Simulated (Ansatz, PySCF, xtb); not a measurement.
Dimer: HF (SMILES F) (first 2 atoms) with C2H4 (SMILES C=C); geometry from B3LYP-D3(BJ)/def2-TZVP, rigid monomers moved along the line of their centres of mass till H2···C3 is 2.55 Å.
(charge 0, multiplicity 1):
```xyz
8

F     -0.23389     0.85647     0.58511
H     -0.16840     0.55536     1.46868
C     -0.52051     0.14029     3.95746
C      0.52160    -0.61366     3.62471
H     -0.39786     1.15993     4.30219
H     -1.53482    -0.23676     3.90651
H      0.39952    -1.63631     3.28878
H      1.53651    -0.23958     3.68452
```

Counterpoise-corrected where a basis set is named; no monomer relaxation.

Cores are frozen in the correlated methods. CBS(a, b) extrapolates the correlation energy as X⁻³ and adds the Hartree–Fock energy of set b.

The values were computed with Ansatz (Gaussian basis) for Hartree–Fock, density functionals and correlated methods; PySCF for the dispersion terms; xtb for the GFN methods. 

| level | interaction energy (meV) |
|---|---|
| GFN-FF | -120.4 |
| GFN1-xTB | -114.9 |
| PBE/def2-TZVPPD | -185.7 |
| PBE-D3(BJ)/def2-TZVPPD | -210.6 |
| r2SCAN-D3(BJ)/def2-TZVPPD | -203.0 |
| B3LYP-D4/def2-TZVPPD | -189.6 |
| wB97M-V/def2-TZVPPD | -189.2 |
| SCS-MP2/aug-cc-pVDZ | ? |
| MP2/CBS(aug-cc-pVDZ, aug-cc-pVTZ) + ΔCCSD(T)/aug-cc-pVDZ | ? |

**Question.** Complete the blanks.

**Answer.** 
- SCS-MP2/aug-cc-pVDZ, interaction energy (meV): -147.3
- MP2/CBS(aug-cc-pVDZ, aug-cc-pVTZ) + ΔCCSD(T)/aug-cc-pVDZ, interaction energy (meV): -174.8

Ansatz is a first-principles code.
